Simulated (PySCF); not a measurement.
Compound: SiBrCl3.
Bonds: Si1–Br2, Si1–Cl3, Si1–Cl4, Si1–Cl5.

The closed-shell ground state was solved at several levels (PySCF, density fitting, gas phase). Geometry: PBE0-D3(BJ)/def2-SVP; no solvent, vibrations or thermal averaging. Relativistic effects, spin–orbit coupling among them, are left out although an element past zinc is present.

| level | basis functions | HOMO (eV) | LUMO (eV) | gap (eV) | dipole (D) |
| --- | --- | --- | --- | --- | --- |
| PBE0/pcSseg-1 | 137 | -9.27 | -1.17 | 8.10 | 0.40 |
| KT2/pcSseg-1 | 137 | -7.98 | -2.30 | 5.68 | 0.41 |

Problem. What might B3LYP/def2-SVPD (146 basis functions) give for the same quantities?

Solution. HOMO -8.87 eV, LUMO -1.63 eV, gap 7.24 eV, dipole 0.27 D.

Problem. Over all these levels, which gives the widest orbital gap and which the narrowest?

Solution. PBE0/pcSseg-1 (global hybrid, 25 % exact exchange) has the widest, 8.10 eV, and KT2/pcSseg-1 (GGA) the narrowest, 5.68 eV. The two share the basis. From the narrowest to the widest the HOMO moves by -1.29 eV and the LUMO by +1.13 eV.

Problem. How far do the dipole and the HOMO energy spread over the levels?

Solution. The dipole runs from 0.27 to 0.41 D (mean 0.36 D) and the HOMO from -9.27 to -7.98 eV.
